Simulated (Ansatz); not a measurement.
An input meant for Na4H5 (charge 0, doublet).

```yaml
crystal:
  periodic: [false, false, false]
  atoms:
    - {symbol: Na, position_ang: [-3.126220, 0.653057, -0.752929]}
    - {symbol: Na, position_ang: [-0.291849, -1.101846, -0.448707]}
    - {symbol: Na, position_ang: [2.811702, 1.213935, 1.259203]}
    - {symbol: Na, position_ang: [-0.248754, 2.302503, 0.673909]}
    - {symbol: H, position_ang: [2.152910, -1.910634, 0.044216]}
    - {symbol: H, position_ang: [-2.232058, -1.179561, -1.073424]}
    - {symbol: H, position_ang: [2.221376, -2.648986, -0.175926]}
    - {symbol: H, position_ang: [0.914711, 0.389340, 0.410501]}
    - {symbol: H, position_ang: [-2.201819, 2.282201, 0.063157]}
basis:
  gaussian: {orbitals: 6-31G}
magnetization: {spin_polarized: true, initial_magnetization: 1}
hamiltonian: {xc: {name: HF}}
correlation: {active_space: {window: {electrons: 6, orbitals: 2}}}
```

```sh
$ ansatz run in.yaml --threads 4 --pin off --events-out ev --progress --plain --max-ram 3916MiB
```

Output, abridged:

```
Error: invalid value for `correlation.active_space`: it starts from restricted Hartree–Fock orbitals; set hamiltonian.xc: hf without magnetization.spin_polarized
```

The geometry of the charge 0 doublet is only loosely relaxed.
